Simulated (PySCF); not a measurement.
Al(OH)2(SiH3) (AlH₅O₂Si), SMILES [SiH3][Al]([OH])[OH].

Geometry optimised at PBE0-D3(BJ)/def2-SVP. The values are those of a single conformer.

The numbers are results of PySCF with B3LYP/def2-TZVP, not measurements.

Isolated molecule, no solvent.

```json
{
 "total_energy": "-685.62424 hartree",
 "highest_occupied_level": "-7.87 eV",
 "lowest_empty_level": "-0.89 eV",
 "orbital_gap": "6.98 eV",
 "dipole_moment": "2.54 D",
 "quadrupole, principal values (traceless, Buckingham form, about the centre of nuclear charge)": "-8.81, 0.37, 8.43 D·Å",
 "mean_static_polarisability": "61.9 bohr³ (9.17 Å³)",
 "polarisability_principal_values": "52.3, 58.9, 74.4 bohr³"
}
```
